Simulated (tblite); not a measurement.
Distances in Å between the heavy atoms of a computed structure (GFN2-xTB; lower triangle, same order across):
```
C1    0.00
C2    1.20  0.00
C3    2.62  1.41  0.00
C4    3.56  2.47  1.45  0.00
O5    4.74  3.61  2.37  1.21  0.00
C6    3.52  2.43  1.36  2.43  2.83  0.00
N7    3.68  2.88  2.40  3.70  4.17  1.34  0.00
```

Hydrogens: 1 on C1, 1 on C4, 1 on C6, 2 on N7.

Charge 0, singlet.

Task: Read off the bonds between heavy atoms and their formal orders.

Result: C1–C2 (triple); C2–C3 (single); C3–C4 (single); C4–O5 (double); C3–C6 (double); C6–N7 (single).

Task: Write the SMILES.

Result: `C#C/C(C=O)=C\N`, C5H5NO. Among its features: aldehyde, alkyne and C=C double bond.

Task: Classify the heavy atoms.

Result: C1: terminal alkyne carbon; C2: alkyne carbon; C3: fully substituted alkene carbon; C4: aldehyde carbon; O5: aldehyde oxygen; C6: vinylic carbon bearing nitrogen; N7: enamine nitrogen.

Shape of the structure used: `[CH:1]#[C:2]/[C:3]([CH:4]=[O:5])=[CH:6]\[NH2:7]`: C2–C3–C4–O5 180°, H–N7–C6–C3 0°, H–N7–C6–C3 180°.
